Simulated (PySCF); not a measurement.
# TDDFT excited states: C4H10O2S

C4H10O2S.
Atom-mapped SMILES: `[CH3:1][CH2:2][CH2:3][S:4]([CH3:5])(=[O:6])=[O:7]` (hydrogens: H8, H9, H10 on C1; H11, H12 on C2; H13, H14 on C3; H15, H16, H17 on C5)

Level of theory: TDDFT CAM-B3LYP/def2-SVPD, vertical, gas phase, core orbitals frozen in the response in PySCF. One conformer (not necessarily the lowest) at the PBE0-D3(BJ)/def2-SVP geometry, without solvent, vibrations or thermal averaging. Torsions of this conformer, `[CH3:1][CH2:2][CH2:3][S:4]([CH3:5])(=[O:6])=[O:7]`: C1–C2–C3–S4 64°, C2–C3–S4–C5 162°.

```json
{"state": "S1", "E (eV)": "7.46", "λ (nm)": "166.3", "ν̃ (cm⁻¹)": "60140", "f": "0.011", "main configurations (H = HOMO, L = LUMO)": "H→L (84%)"}
{"state": "S2", "E (eV)": "7.99", "λ (nm)": "155.2", "ν̃ (cm⁻¹)": "64420", "f": "0.014", "main configurations (H = HOMO, L = LUMO)": "H-1→L (82%)"}
{"state": "S3", "E (eV)": "8.22", "λ (nm)": "150.8", "ν̃ (cm⁻¹)": "66310", "f": "0.044", "main configurations (H = HOMO, L = LUMO)": "H→L+1 (57%), H→L+9 (9%), H→L (9%)"}
{"state": "S4", "E (eV)": "8.32", "λ (nm)": "149.0", "ν̃ (cm⁻¹)": "67120", "f": "0.010", "main configurations (H = HOMO, L = LUMO)": "H-2→L (55%), H→L+2 (19%)"}
{"state": "S5", "E (eV)": "8.64", "λ (nm)": "143.5", "ν̃ (cm⁻¹)": "69690", "f": "0.0006", "main configurations (H = HOMO, L = LUMO)": "H→L+2 (53%), H-2→L (10%)"}
{"state": "S6", "E (eV)": "8.65", "λ (nm)": "143.3", "ν̃ (cm⁻¹)": "69800", "f": "0.027", "main configurations (H = HOMO, L = LUMO)": "H-3→L (36%), H→L+3 (19%), H→L+1 (8%)"}
{"state": "S7", "E (eV)": "8.74", "λ (nm)": "141.9", "ν̃ (cm⁻¹)": "70460", "f": "0.037", "main configurations (H = HOMO, L = LUMO)": "H→L+3 (25%), H-3→L (20%), H-1→L+1 (18%)"}
{"state": "S8", "E (eV)": "8.77", "λ (nm)": "141.3", "ν̃ (cm⁻¹)": "70770", "f": "0.053", "main configurations (H = HOMO, L = LUMO)": "H-1→L+1 (29%), H→L+3 (18%), H→L+4 (11%)"}
{"state": "S9", "E (eV)": "8.83", "λ (nm)": "140.4", "ν̃ (cm⁻¹)": "71220", "f": "0.048", "main configurations (H = HOMO, L = LUMO)": "H→L+4 (25%), H-1→L+1 (20%), H→L+6 (8%)"}
{"state": "S10", "E (eV)": "9.02", "λ (nm)": "137.5", "ν̃ (cm⁻¹)": "72730", "f": "0.056", "main configurations (H = HOMO, L = LUMO)": "H→L+5 (19%), H→L+8 (18%)"}
```

Triplets (Tamm–Dancoff): T1 7.25 eV, H→L (72%); T2 7.62 eV, H-1→L (53%), H-1→L+9 (9%), H-1→L+4 (9%); T3 7.93 eV, H→L+1 (44%), H→L+4 (18%), H→L (13%); T4 8.09 eV, H-2→L (47%).

The lowest singlet lies at 7.46 eV (166 nm, vacuum ultraviolet) and is weak; its leading configuration is HOMO→LUMO (84%). The most intense listed level is S10 at 9.02 eV (137 nm, f = 0.056), 1.56 eV above S1. It is the last of those listed, so stronger ones may follow. Löwdin shares by element: HOMO oxygen 50%, carbon 13% or more, sulfur 12% (atoms not listed hold the other 25%); LUMO sulfur 30%, carbon 17% or more, hydrogen 10% or more (atoms not listed hold the other 43%). Orbital energies (eV): HOMO-3 -10.85, HOMO-2 -10.56, HOMO-1 -10.07, HOMO -9.60, LUMO 0.72, LUMO+1 1.42, LUMO+2 1.65. Of the 10 states listed, 9 reach f = 0.01 and none stays under 0.0005. The oscillator strengths of these states sum to 0.301; summed over the whole spectrum of an exact calculation they would give the number of electrons, 66 (Thomas–Reiche–Kuhn). All these states lie below the vertical ionisation energy of 10.39 eV (ΔSCF). The window holds the lowest 10 singlets.
